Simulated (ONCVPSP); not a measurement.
## What one change does to a pseudopotential (Hf, ONCV)

- Element: Hf
- Generator: ONCVPSP 4.0.1
- Type: optimised norm-conserving Vanderbilt (ONCV)
- Functional: PBE
- Relativity: scalar-relativistic
- Frozen core: [Kr] 4d10 4f14
- Valence charge: 12
- Reference configuration: 5s2 5p6 5d2 (charge +2)
- Partial waves: 5s: rc 1.15 bohr, ncon 4, nbas 8, qcut 4.8 1/bohr, 2 projectors, debl 3.4 Ha; 5p: rc 1.25 bohr, ncon 3, nbas 6, qcut 7.4 1/bohr, 1 projector; 5d: rc 1.95 bohr, ncon 4, nbas 8, qcut 5.4 1/bohr, 2 projectors, debl 3.6 Ha
- Local potential: polynomial inside 0.80 bohr (lpopt 5, dvloc0 -1 Ha)
- Core correction: none

Change: s: qcut 3.5.

Cutoffs: the cutoffs (Ha) at which the residual kinetic energy of the hardest occupied pseudo-wave falls to 1 and 0.1 mHa per electron; they do not see the model core or the augmentation charge, which bear on the density cutoff. Errors are all-electron minus pseudo energies relative to the spin-unpolarised reference configuration.

**Question.** What does the change do?

**Answer.** The potential gets harder (127 Ha and 147 Ha → 134 Ha and 176 Ha); both files keep a bound ghost (p, s); the errors of the 3 common tests hardly move.

```tsv
quantity	base	changed
cutoff, loose	127 Ha	134 Ha
cutoff, tight	147 Ha	176 Ha
loose cutoff by channel	s 127 Ha, p 26 Ha, d 12 Ha	s 134 Ha, p 26 Ha, d 12 Ha
bound ghosts	s, p	s, p
GHOST(+) flags under 300 eV	d at 254.9 eV	d at 254.9 eV
tests with a reliable result	3 of 4	3 of 4
error for 5s2 5p6 5d2 6s2, meV [ΔE -22.16 eV]	+56	+56
error for 5s2 5p6 5d2 6s1, meV [ΔE -14.18 eV]	+22	+22
error for 5s2 5p6 5d1, meV [ΔE 21.79 eV]	-13	-13
s: phases at 1.16 bohr within 0.05 rad from the reference energy up to (Ha; the scan ends near 5)	to the end of the scan	to the end of the scan
p: phases at 1.27 bohr within 0.05 rad from the reference energy up to (Ha; the scan ends near 5)	to the end of the scan	to the end of the scan
d: phases at 1.98 bohr within 0.05 rad from the reference energy up to (Ha; the scan ends near 5)	to the end of the scan	to the end of the scan
```

 A true bound ghost makes a file unfit for plane-wave use even where its test errors are small: the radial tests pick states by their node count and pass the ghost by.
